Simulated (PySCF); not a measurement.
PySCF input (CCSD(T)/cc-pVDZ):

```python
from pyscf import gto, scf, mp, cc as ccmod

mol = gto.M(
    atom='''
    Si    0.84824678   -0.59641019    0.04507869
    Cl   -0.79182118    0.65985134   -0.04806900
    H     0.77772322   -1.36293283    1.31430731
    H     0.80778190   -1.50479739   -1.12823590
    ''',
    basis='cc-pvdz',
    charge=0,
    spin=1,
    verbose=4,
)

mf = scf.UHF(mol)
mf.conv_tol = 1e-10
mf.max_cycle = 100
mf.kernel()
mo, _, stable, _ = mf.stability(return_status=True)
if not stable:
    mf.kernel(mf.make_rdm1(mo, mf.mo_occ))
mp2 = mp.MP2(mf, frozen=10).run()
cc = ccmod.CCSD(mf, frozen=10)
cc.max_cycle = 100
cc.kernel()
et = cc.ccsd_t()
print(f'E(CCSD(T)) = {cc.e_tot + et:.9f}')
```

End of the output:

```
Extra cycle  E= -749.602999866373  delta_E= -1.59e-12  |g|= 6.65e-07  |ddm|= 2.04e-06
converged SCF energy = -749.602999866373  <S^2> = 0.75341076  2S+1 = 2.0034079
uhf_internal: lowest eigs of H = [0.37227654 0.4077885  0.45527802]
<class 'pyscf.scf.uhf.UHF'> wavefunction is stable in the internal stability analysis

******** <class 'pyscf.mp.ump2.UMP2'> ********
nocc = (np.int64(7), np.int64(6)), nmo = (36, 36)
frozen orbitals 10
E(UMP2) = -749.820976035718  E_corr = -0.217976169344697
E(SCS-UMP2) = -749.820832262478  E_corr = -0.217832396105568
E_corr(same-spin) = -0.0504680851246939
E_corr(oppo-spin) = -0.167508084220003

******** <class 'pyscf.cc.uccsd.UCCSD'> ********
CC2 = 0
CCSD nocc = (np.int64(7), np.int64(6)), nmo = (36, 36)
frozen orbitals 10
max_cycle = 100
direct = 0
conv_tol = 1e-07
conv_tol_normt = 1e-06
diis_space = 6
diis_start_cycle = 0
diis_start_energy_diff = 1e+09
Init t2, MP2 energy = -0.217976170493418
Init E_corr(UCCSD) = -0.217976170493922
cycle = 1  E_corr(UCCSD) = -0.240399013763955  dE = -0.0224228433  norm(t1,t2) = 0.0594073
cycle = 2  E_corr(UCCSD) = -0.246131038928848  dE = -0.00573202516  norm(t1,t2) = 0.0206772
cycle = 3  E_corr(UCCSD) = -0.248639397497027  dE = -0.00250835857  norm(t1,t2) = 0.0106398
cycle = 4  E_corr(UCCSD) = -0.248929387926791  dE = -0.00028999043  norm(t1,t2) = 0.00333408
cycle = 5  E_corr(UCCSD) = -0.248799562954039  dE = 0.000129824973  norm(t1,t2) = 0.00190564
cycle = 6  E_corr(UCCSD) = -0.248822638670213  dE = -2.30757162e-05  norm(t1,t2) = 0.000532502
cycle = 7  E_corr(UCCSD) = -0.24882721028033  dE = -4.57161012e-06  norm(t1,t2) = 0.000150405
cycle = 8  E_corr(UCCSD) = -0.248827103744973  dE = 1.06535356e-07  norm(t1,t2) = 4.71329e-05
cycle = 9  E_corr(UCCSD) = -0.248826658998108  dE = 4.44746865e-07  norm(t1,t2) = 1.90926e-05
cycle = 10  E_corr(UCCSD) = -0.248826377923021  dE = 2.81075087e-07  norm(t1,t2) = 5.77866e-06
cycle = 11  E_corr(UCCSD) = -0.248826299545182  dE = 7.83778398e-08  norm(t1,t2) = 2.05822e-06
cycle = 12  E_corr(UCCSD) = -0.248826258931096  dE = 4.06140855e-08  norm(t1,t2) = 8.89325e-07
UCCSD converged
E(UCCSD) = -749.851826125304  E_corr = -0.2488262589310961
UCCSD(T) correction = -0.00525433949958217
E(CCSD(T)) = -749.857080465
```

It need not be the lowest isomer of its formula.
